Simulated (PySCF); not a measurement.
## Radial density of Lu (lutetium, neutral)

UHF, [Xe] 4f14 5d2 6s1, high-spin 4F determinant (an excited configuration). All numbers are calculated (PySCF 2.14, scalar relativity by spin-free X2C-1e, in x2c-TZVPPall with one added diffuse shell each of s, p, d type (12s8p8d2f2g, 108 functions)).

| r (bohr) | 4πr²ρ (e/bohr) | 4πr²(ρα − ρβ) |
| --- | --- | --- |
| 0.0142 | 97.59 | -0.0001 |
| 0.0239 | 84.72 | -0.0035 |
| 0.0402 | 107.3 | -0.0010 |
| 0.0676 | 125.8 | 0.0168 |
| 0.114 | 98.53 | 0.0349 |
| 0.191 | 110.3 | -0.0063 |
| 0.322 | 56.36 | 0.0020 |
| 0.541 | 60.53 | -0.0149 |
| 0.910 | 19.88 | 0.0692 |
| 1.53 | 7.602 | 0.5845 |
| 2.57 | 1.424 | 0.8808 |
| 4.33 | 0.5129 | 0.5109 |
| 7.28 | 0.04950 | 0.0495 |
| 12.3 | 0.0006325 | 0.0006 |

Densities and radii are taken from the X2C orbitals without a picture-change correction, which distorts them close to the nucleus.

Spin-orbit coupling, absent here, splits the open shell strongly.

Question: Where is the radial spin density 4πr²(ρα − ρβ) most negative, and why is it negative at all?

Answer: Around r = 0.541 bohr, down to -0.0149 e/bohr: exchange with the open shell polarises the paired shells in an unrestricted calculation.
